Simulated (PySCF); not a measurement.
PySCF input (M06-2X/def2-TZVPD):

```python
from pyscf import gto, scf, dft

mol = gto.M(
    atom='''
    Na   -0.63922233   -0.48601573   -0.51518672
    O     0.71161054    0.53681843    0.57326082
    H     1.33856133    1.05162562    1.08096734
    ''',
    basis='def2-tzvpd',
    charge=-1,
    spin=1,
    verbose=4,
)

mf = dft.UKS(mol, xc='m062x').density_fit(auxbasis='def2-universal-jkfit')
mf.grids.level = 4
mf.conv_tol = 1e-9
mf.max_cycle = 100
mf.max_memory = 1500
mf.kernel()
if not mf.converged:
    mf = mf.newton()
    mf.kernel(mf.make_rdm1())
for _ in range(2):
    mo, _, stable, _ = mf.stability(return_status=True)
    if stable:
        break
    mf.kernel(mf.make_rdm1(mo, mf.mo_occ))
mf.analyze()
```

End of the output:

```
Extra cycle  E= -238.114905288771  delta_E= -1.05e-10  |g|= 5.27e-06  |ddm|= 0.000163
converged SCF energy = -238.114905288771  <S^2> = 0.75053514  2S+1 = 2.0005351
uhf_internal: lowest eigs of H = [0.05039283 0.05495426 0.05498891]
<class 'pyscf.df.df_jk.DFUKS'> wavefunction is stable in the internal stability analysis
**** SCF Summaries ****
Total Energy =                        -238.114905288771070
Nuclear Repulsion Energy =              29.506694894267465
One-electron Energy =                 -395.672817991750094
Two-electron Energy =                  128.051217808711556
Two-electron Coulomb Energy =          151.550726011830619
DFT Exchange-Correlation Energy =      -23.499508203119060
HOMO-LUMO gap [eV] =                     2.721143471609733
**** MO energy ****
                             alpha | beta                alpha | beta
MO #1   energy= -38.9695941785206  | -38.9683564006204  occ= 1 | 1
MO #2   energy= -19.3494549475596  | -19.3488399276513  occ= 1 | 1
MO #3   energy= -2.22353309345934  | -2.22176024549478  occ= 1 | 1
MO #4   energy= -1.10251009273586  | -1.10201279029978  occ= 1 | 1
MO #5   energy= -1.10250890974014  | -1.10201190721396  occ= 1 | 1
MO #6   energy= -1.10146605049957  | -1.10014474115415  occ= 1 | 1
MO #7   energy= -0.802127693120745 | -0.800400237443    occ= 1 | 1
MO #8   energy= -0.275093656127225 | -0.273609768726928 occ= 1 | 1
MO #9   energy= -0.125150340828252 | -0.123494946961983 occ= 1 | 1
MO #10  energy= -0.125143431854688 | -0.123490453646505 occ= 1 | 1
MO #11  energy= 0.0193834265775337 | 0.119383605532392  occ= 1 | 0
MO #12  energy= 0.0936647219397789 | 0.154742888469146  occ= 0 | 0
MO #13  energy= 0.0936694932692709 | 0.171039971980388  occ= 0 | 0
MO #14  energy= 0.0945781145382559 | 0.171195405535781  occ= 0 | 0
MO #15  energy= 0.158550968905539  | 0.198292115944438  occ= 0 | 0
MO #16  energy= 0.158555081035928  | 0.198327878775037  occ= 0 | 0
MO #17  energy= 0.16567615125871   | 0.212367197374901  occ= 0 | 0
MO #18  energy= 0.178575122254861  | 0.238274303599312  occ= 0 | 0
MO #19  energy= 0.190442508490939  | 0.278515908829697  occ= 0 | 0
MO #20  energy= 0.270538480137076  | 0.278648302885631  occ= 0 | 0
MO #21  energy= 0.270678204137016  | 0.318651955067505  occ= 0 | 0
MO #22  energy= 0.320176431881974  | 0.318681692646973  occ= 0 | 0
MO #23  energy= 0.328114419819043  | 0.359961154254002  occ= 0 | 0
MO #24  energy= 0.328138247591065  | 0.383510047438688  occ= 0 | 0
MO #25  energy= 0.34442618324648   | 0.383915411157026  occ= 0 | 0
MO #26  energy= 0.344427591381932  | 0.386188956790161  occ= 0 | 0
MO #27  energy= 0.370383234718458  | 0.411124971154652  occ= 0 | 0
MO #28  energy= 0.370665880811821  | 0.439359130086915  occ= 0 | 0
MO #29  energy= 0.372469474127262  | 0.43992610571866   occ= 0 | 0
MO #30  energy= 0.399358286977854  | 0.506093970211157  occ= 0 | 0
MO #31  energy= 0.492089889614308  | 0.533516567164091  occ= 0 | 0
MO #32  energy= 0.495466947238816  | 0.542684156766863  occ= 0 | 0
MO #33  energy= 0.495520036053508  | 0.542741841827535  occ= 0 | 0
MO #34  energy= 0.515665742290363  | 0.607516804901393  occ= 0 | 0
MO #35  energy= 0.613135375899465  | 0.607524104192455  occ= 0 | 0
MO #36  energy= 0.613139142730145  | 0.640243331316081  occ= 0 | 0
MO #37  energy= 0.672224885906623  | 0.70522003019218   occ= 0 | 0
MO #38  energy= 0.759769367064408  | 0.771514871087705  occ= 0 | 0
MO #39  energy= 0.759833652474056  | 0.771874207682403  occ= 0 | 0
MO #40  energy= 0.938004718260809  | 0.946512381805092  occ= 0 | 0
MO #41  energy= 0.938622793353691  | 0.948035554484812  occ= 0 | 0
MO #42  energy= 0.959701391437291  | 0.960502411285385  occ= 0 | 0
MO #43  energy= 1.06751775999151   | 1.09249162195927   occ= 0 | 0
MO #44  energy= 1.22512948875801   | 1.22750872056211   occ= 0 | 0
MO #45  energy= 1.26244027917552   | 1.24095166798042   occ= 0 | 0
MO #46  energy= 1.26244083866846   | 1.24095675657342   occ= 0 | 0
MO #47  energy= 1.3164987940967    | 1.33228915746422   occ= 0 | 0
MO #48  energy= 1.31665814063836   | 1.33242008698368   occ= 0 | 0
MO #49  energy= 1.33827357410774   | 1.36538001124549   occ= 0 | 0
MO #50  energy= 1.4868721849601    | 1.4779966441576    occ= 0 | 0
MO #51  energy= 1.4870433923379    | 1.47823041939207   occ= 0 | 0
MO #52  energy= 1.57778073874072   | 1.59663931233035   occ= 0 | 0
MO #53  energy= 1.94123739253336   | 1.94217082037904   occ= 0 | 0
MO #54  energy= 1.9414102147206    | 1.94232141048723   occ= 0 | 0
MO #55  energy= 2.0112568851028    | 2.01126406009267   occ= 0 | 0
MO #56  energy= 2.01131608895884   | 2.01131927872883   occ= 0 | 0
MO #57  energy= 2.1566264974413    | 2.15673771829194   occ= 0 | 0
MO #58  energy= 2.41814571832174   | 2.41824050581516   occ= 0 | 0
MO #59  energy= 2.41880471143437   | 2.41889966984475   occ= 0 | 0
MO #60  energy= 2.86470383938999   | 2.86496744945765   occ= 0 | 0
MO #61  energy= 3.09375680371265   | 3.09517150083523   occ= 0 | 0
MO #62  energy= 3.09379771154412   | 3.09521892817816   occ= 0 | 0
MO #63  energy= 3.14540444808831   | 3.1462810039318    occ= 0 | 0
MO #64  energy= 3.33236432774711   | 3.33646544376816   occ= 0 | 0
MO #65  energy= 4.15091600139854   | 4.15194257095299   occ= 0 | 0
MO #66  energy= 4.59581557609904   | 4.59338066960284   occ= 0 | 0
MO #67  energy= 5.41266519898834   | 5.41298890330512   occ= 0 | 0
MO #68  energy= 5.41289808937041   | 5.41321397379569   occ= 0 | 0
MO #69  energy= 5.45679512238347   | 5.45710715067327   occ= 0 | 0
MO #70  energy= 5.4569345691537    | 5.45724349155827   occ= 0 | 0
MO #71  energy= 5.71567587242779   | 5.71601880015601   occ= 0 | 0
MO #72  energy= 5.71569347653541   | 5.71604250255578   occ= 0 | 0
MO #73  energy= 5.98693639711552   | 5.98507572239914   occ= 0 | 0
MO #74  energy= 5.98693661413205   | 5.98507614303644   occ= 0 | 0
MO #75  energy= 6.03964153766299   | 6.04157208626863   occ= 0 | 0
MO #76  energy= 6.04000006383133   | 6.04193799663978   occ= 0 | 0
MO #77  energy= 6.06292962962858   | 6.06458144697673   occ= 0 | 0
MO #78  energy= 6.61788253726055   | 6.61867574956797   occ= 0 | 0
MO #79  energy= 6.6406592015288    | 6.64163883748815   occ= 0 | 0
MO #80  energy= 6.64089006691299   | 6.64186537906798   occ= 0 | 0
MO #81  energy= 6.77183947995468   | 6.77264102539852   occ= 0 | 0
MO #82  energy= 6.77233999026237   | 6.77314410653141   occ= 0 | 0
MO #83  energy= 7.31769047224461   | 7.31797678163454   occ= 0 | 0
MO #84  energy= 43.9666670835786   | 43.9669615840753   occ= 0 | 0

To work with the spin densities directly, `use mulliken_meta_spin()` only printing them here.

 ** Mulliken spin pop alpha/beta on meta-lowdin orthogonal AOs **
 ** Mulliken Spin Density (per AO)  **
spin_pop of  0 Na 1s        0.00000
spin_pop of  0 Na 2s        0.00015
spin_pop of  0 Na 3s        0.66832
spin_pop of  0 Na 4s        0.01689
spin_pop of  0 Na 5s        0.05287
spin_pop of  0 Na 2px       0.00008
spin_pop of  0 Na 2py       0.00008
spin_pop of  0 Na 2pz       0.00008
spin_pop of  0 Na 3px       0.06261
spin_pop of  0 Na 3py       0.03582
spin_pop of  0 Na 3pz       0.04057
spin_pop of  0 Na 4px       0.00473
spin_pop of  0 Na 4py       0.00269
spin_pop of  0 Na 4pz       0.00305
spin_pop of  0 Na 5px       0.00611
[...]
```
